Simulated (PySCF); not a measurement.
# Relaxation of singlet BiF3

These are results of PySCF, PBE0, basis Bi def2-TZVP with ECP60, F def2-TZVP (scalar-relativistic core potentials, no spin–orbit coupling, density fitting), not measurements. A (50,194) grid was used.

A start displaced from a saddle point along its imaginary mode, of C3v symmetry, held to at least that symmetry:

Coordinates in bohr (charge 0 multiplicity 1):
```
Bi    0.0000    0.0000   -0.0618
F     3.8953    0.0000    0.2268
F    -1.9476    3.3735    0.2268
F    -1.9477   -3.3734    0.2268
```

(1) What does it relax to?

(2) How much energy is released, and in how many steps?

Answers

(1) It ends at C3v with Bi–F 1.987 Å (×3); F–Bi–F 95.4° (×3) (after a last refinement on a finer grid). A frequency run shows a minimum. Other isomers or separated fragments may lie lower.

(2) 137.8 kJ/mol in 6 steps.

No spin–orbit coupling is included, which matters more the heavier the element.
